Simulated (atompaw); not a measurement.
**Reading a pseudo-wave (potassium)**

Columns: radius, all-electron u(r) and pseudo u(r) of the 4p shell (level -2.39 eV) of potassium in the configuration [Ne] 3s2 3p6 3d0 4s0.5 4p0; PBE, scalar-relativistic, PAW (atompaw) scheme, atompaw 4.2.0.5.

```json
{"r (bohr)": "0.115", "all-electron": "0.0669", "pseudo": "-0.0107"}
{"r (bohr)": "0.231", "all-electron": "0.0899", "pseudo": "-0.0417"}
{"r (bohr)": "0.346", "all-electron": "0.0514", "pseudo": "-0.0881"}
{"r (bohr)": "0.462", "all-electron": "-0.0106", "pseudo": "-0.1445"}
{"r (bohr)": "0.577", "all-electron": "-0.0704", "pseudo": "-0.2023"}
{"r (bohr)": "0.692", "all-electron": "-0.1175", "pseudo": "-0.2544"}
{"r (bohr)": "0.808", "all-electron": "-0.1492", "pseudo": "-0.2947"}
{"r (bohr)": "0.923", "all-electron": "-0.1652", "pseudo": "-0.3175"}
{"r (bohr)": "1.038", "all-electron": "-0.1677", "pseudo": "-0.3212"}
{"r (bohr)": "1.154", "all-electron": "-0.1593", "pseudo": "-0.3056"}
{"r (bohr)": "1.269", "all-electron": "-0.1427", "pseudo": "-0.2735"}
{"r (bohr)": "1.385", "all-electron": "-0.1199", "pseudo": "-0.2286"}
{"r (bohr)": "1.500", "all-electron": "-0.0932", "pseudo": "-0.1767"}
{"r (bohr)": "1.615", "all-electron": "-0.0638", "pseudo": "-0.1223"}
{"r (bohr)": "1.731", "all-electron": "-0.0327", "pseudo": "-0.0691"}
{"r (bohr)": "1.846", "all-electron": "-0.0011", "pseudo": "-0.0208"}
{"r (bohr)": "1.962", "all-electron": "0.0308", "pseudo": "0.0221"}
{"r (bohr)": "2.077", "all-electron": "0.0619", "pseudo": "0.0591"}
{"r (bohr)": "2.192", "all-electron": "0.0923", "pseudo": "0.0918"}
{"r (bohr)": "2.308", "all-electron": "0.1219", "pseudo": "0.1219"}
{"r (bohr)": "2.423", "all-electron": "0.1502", "pseudo": "0.1502"}
{"r (bohr)": "2.538", "all-electron": "0.1771", "pseudo": "0.1771"}
{"r (bohr)": "2.654", "all-electron": "0.2029", "pseudo": "0.2029"}
{"r (bohr)": "2.769", "all-electron": "0.2270", "pseudo": "0.2270"}
{"r (bohr)": "2.885", "all-electron": "0.2499", "pseudo": "0.2499"}
{"r (bohr)": "3.000", "all-electron": "0.2712", "pseudo": "0.2712"}
```

(1) How many radial nodes do the two functions have?

(2) At about which radius was the pseudo-wave matched?

(3) Is the pseudo-wave norm-conserving?

Results:

(1) The all-electron 4p function has n − l − 1 = 2; the pseudo-wave has 1, since 1 lower shell of the same l stays in the valence.

(2) 2.40 bohr. The columns agree to 0.0005 from 2.19 bohr on; several derivatives are matched, so the curves merge somewhat inside the radius.

(3) No, it belongs to a PAW set: the norm inside the radius is not constrained, and the difference is carried by the augmentation charge.
